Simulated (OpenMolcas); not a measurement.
## Computed transition rates of Ir7+

```
Program             : OpenMolcas
Method              : SS-CASPT2, IPEA 0.25 Eh, imaginary shift 0.1 Eh (closed shells correlated: 5s 5p)
Basis               : ANO-RCC-VTZP [8s7p5d3f1g]
Scalar Hamiltonian  : DKH2, point nucleus
Active space        : 2 electrons in 10 orbitals (5d 6d)
State averaging     : 2S+1 = 3 even, 10 roots; 2S+1 = 1 even, 15 roots
Spin-orbit coupling : state interaction with AMFI integrals over the reference wave functions, term energies averaged over their components
```

Rates come from the transition moments of the reference wave functions (E1 and E2 in the length form). At fixed line strength A goes as λ^-3 for E1 and M1 and as λ^-5 for E2, so a rate at the computed wavelength can be rescaled to the measured one. Measured vacuum wavelengths follow from level energies in van het Hof, Joshi, Wyart and Sugar, J. Res. Natl. Inst. Stand. Technol. 100, 687 (1995). Branching counts decays inside the model space alone, at computed energies, and the table is only a selection of the E2 and M1 lines, drawn from those between levels with measured partners whose computed energy lies within a factor of 1.5 of the measured one.

| Upper | Lower | Type | λ computed (nm) | λ measured (nm) | A computed (s-1) | A rescaled (s-1) | Branching % |
| --- | --- | --- | --- | --- | --- | --- | --- |
| 5d2 1S0 | 5d2 3P1 | M1 | 248.8 | 251.2 | 3.73e+02 |  | 88.5 |
| 5d2 1G4 | 5d2 3F3 | M1 | 409.3 | 424.1 | 6.25e+01 |  | 75.8 |
| 5d2 3F3 | 5d2 3F2 | M1 | 761.6 | 789.1 | 5.01e+01 | 4.50e+01 | 100.0 |
| 5d2 3P2 [57 %] | 5d2 3F3 | M1 | 372.4 | 381.6 | 1.99e+01 |  | 20.5 |
| 5d2 3P2 [57 %] | 5d2 3P1 | M1 | 729 | 732.2 | 1.98e+01 | 1.95e+01 | 20.4 |
| 5d2 1G4 | 5d2 3F4 | M1 | 659.3 | 683.2 | 1.97e+01 |  | 23.9 |
| 5d2 1S0 | 5d2 3F2 | E2 | 150.5 | 153.8 | 1.40e+01 |  | 3.3 |
| 5d2 3F4 | 5d2 3F3 | M1 | 1080 | 1118 | 1.27e+01 | 1.14e+01 | 99.9 |
| 5d2 3P1 | 5d2 3P0 | M1 | 1217 | 1255 | 8.96e+00 | 8.17e+00 | 63.9 |
| 5d2 1S0 | 5d2 3P2 [57 %] | E2 | 377.8 | 382.5 | 4.47e+00 |  | 1.1 |
| 5d2 3P1 | 5d2 3F2 | M1 | 380.7 | 396.5 | 4.14e+00 |  | 29.5 |
| 5d2 3P2 [57 %] | 5d2 3F2 | M1 | 250.1 | 257.2 | 2.09e+00 |  | 2.2 |
| 5d2 3P1 | 5d2 3F2 | E2 | 380.7 | 396.5 | 5.65e-01 | 4.61e-01 | 4.0 |
| 5d2 3P0 | 5d2 3F2 | E2 | 554 | 579.6 | 5.63e-01 | 4.49e-01 | 100.0 |

Spin-changing lines and M1 lines between different terms are not rescaled, since their strength hangs on the term gaps too.

The largest correction is for 5d2 3P0 → 5d2 3F2 (E2): 5.63e-01 × (554 / 579.6)^5 = 4.49e-01 s-1, a factor of 0.80.

The computed rate and branching of 5d2 3P0 → 5d2 3F2 give the upper level a radiative lifetime of 1.000 / 5.63e-01 s-1 = 1.78e+00 s, counting decays inside the model space alone. The rescaled rate gives about 2.2e+00 s.

These are rates of the free ion; in crystals, glasses and complexes forced electric-dipole and non-radiative decay shorten such lifetimes by orders of magnitude. No measured rate stands beside these. Rescaling mends the energy factor alone: line strengths can still be far off where a level mixes with configurations outside the active space, and weak or spin-changing lines hang on small mixing coefficients that depend on the term gaps too, so rescaling need not improve them.

CASPT2 breaks the degeneracy within a term, and the mean is taken; among the terms shown or strongly mixed into the levels shown the widest spread is 560 cm-1 (5d2 3F). Active for correlation alone: 6d; no level in the range computed is led by a configuration that fills it, so any true level of that kind is missing. Computed and measured levels are paired by configuration, term and J; levels that our copy of the source lacks, or whose pairing is in doubt (as where it misses far off the trend of its configuration), stay unpaired. Levels of configurations outside the active space are missing.

A share in square brackets marks a mixed level and gives the weight of the term that names it.
